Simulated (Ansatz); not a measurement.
Reaction (ligand exchange at the Si–N bond): `Cl[SiH2][NH][GeH3]` + `C[NH][GeH2][Cl]` → `C[N]([SiH2]Cl)[GeH2][Cl]` + `[NH2][GeH3]`

Isolated molecules relaxed with PBE0-D4/def2-TZVP in Ansatz; ΔE leaves out vibrations. CCSD(T)/CBS adds triple-zeta CCSD(T) − MP2 to the extrapolated MP2 energy (def2 sets, frozen cores). Functionals use def2-TZVPP. For Ge outer-core shells are correlated without core-valence functions, which leaves a few kJ/mol of doubt a bond. Scalar relativity is left out up to krypton. Each species was taken in one conformer, which may not be the lowest.

| level | ΔE (eV) |
| --- | --- |
| PBE-D4 | 0.08 |
| ωB97X-V | 0.09 |
| PBE | 0.12 |
| HF/def2-QZVPP | 0.17 |

(1) What does CCSD(T)/CBS give? (Estimate.)

Largest T1 diagnostic among the species: 0.011.

Answers

(1) The calculation gave: +0.07 eV. The listed levels differ from it by 0.01, 0.02, 0.05, 0.10 eV.

In def2-TZVPP, CCSD(T) changes the Hartree–Fock value by −0.11 eV (the triples alone add −0.02 eV) and MP2 by −0.13 eV. The D4 term adds −0.06 eV with B3LYP and −0.04 eV with PBE0; it sums over pairs of atoms, weighted by their polarisabilities, and B3LYP, whose exchange is more repulsive, gets the larger term.

B3LYP here is the variant with VWN-RPA as its local correlation; programs differ in this.
